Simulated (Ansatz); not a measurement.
`[CH3][Zn][BH]F` at its PBE0-D4/def2-TZVP geometry, where that method's forces vanish. Charge 0, multiplicity 1.

```xyz
8

C     1.3207   -0.6995   -0.9820
Zn   -0.1147    0.0688    0.0926
B    -1.6415    0.9181    1.2619
F    -2.8731    0.4199    1.2146
H     2.2908   -0.5813   -0.4909
H     1.1610   -1.7684   -1.1498
H     1.3836   -0.2159   -1.9611
H    -1.5268    1.8583    2.0149
```

What forces (eV/Å) does B3LYP-D4/def2-TZVPP give on these atoms in the Gaussian-basis code of Ansatz? (An estimate is asked.)

Ansatz gave: 
```
C1   0.161 -0.088 -0.121
Zn2 -0.101  0.058  0.078
B3   0.125  0.176  0.110
F4  -0.157 -0.069 -0.011
H5  -0.042 -0.008 -0.026
H6   0.012  0.048  0.005
H7   0.001 -0.025  0.043
H8   0.001 -0.092 -0.078
```

B3LYP here is the variant with VWN-RPA as its local correlation; programs differ in this.
